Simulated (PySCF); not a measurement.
# Polarisability and C₆ of Ne³⁺ (neon, charge +3)

[He] 2s2 2p3, high-spin 4S determinant. Calculation: PySCF 2.14, in def2-QZVPPD (8s5p4d2f1g, 66 functions); no relativity, point nucleus. Coupled (time-dependent) response in atomic units; α is the mean over directions.

```json
{"method": "UHF", "mean α (bohr³)": "0.7129", "C₆ (like pair)": "0.6097", "S(−4)": "0.6253"}
{"method": "PBE", "mean α (bohr³)": "0.6899", "C₆ (like pair)": "0.6102", "S(−4)": "0.5081"}
{"method": "PBE0", "mean α (bohr³)": "0.6906", "C₆ (like pair)": "0.6058", "S(−4)": "0.5227"}
{"method": "B97-3", "mean α (bohr³)": "0.6748", "C₆ (like pair)": "0.5936", "S(−4)": "0.4782"}
```

S(−4) is the Cauchy moment in α(ω) = α(0) + S(−4) ω² + …

α(iu) at PBE:

```json
{"u (hartree)": "0", "α(iu) (bohr³)": "0.6899"}
{"u (hartree)": "0.0500", "α(iu) (bohr³)": "0.6887"}
{"u (hartree)": "0.100", "α(iu) (bohr³)": "0.6849"}
{"u (hartree)": "0.200", "α(iu) (bohr³)": "0.6706"}
{"u (hartree)": "0.300", "α(iu) (bohr³)": "0.6490"}
{"u (hartree)": "0.500", "α(iu) (bohr³)": "0.5937"}
{"u (hartree)": "0.750", "α(iu) (bohr³)": "0.5221"}
{"u (hartree)": "1.00", "α(iu) (bohr³)": "0.4601"}
{"u (hartree)": "1.50", "α(iu) (bohr³)": "0.3668"}
{"u (hartree)": "2.00", "α(iu) (bohr³)": "0.3003"}
{"u (hartree)": "3.00", "α(iu) (bohr³)": "0.2102"}
{"u (hartree)": "5.00", "α(iu) (bohr³)": "0.1155"}
```

A single London oscillator, α(iu) = α/(1 + u²/ω²), gives C₆ = (3/4) ω α². Matching the computed C₆ needs ω = 4 × 0.6102 / (3 × 0.6899²) = 1.71 hartree.

For an ion, C₆ is the dispersion term alone; charge-induced terms of lower order in 1/R come first.
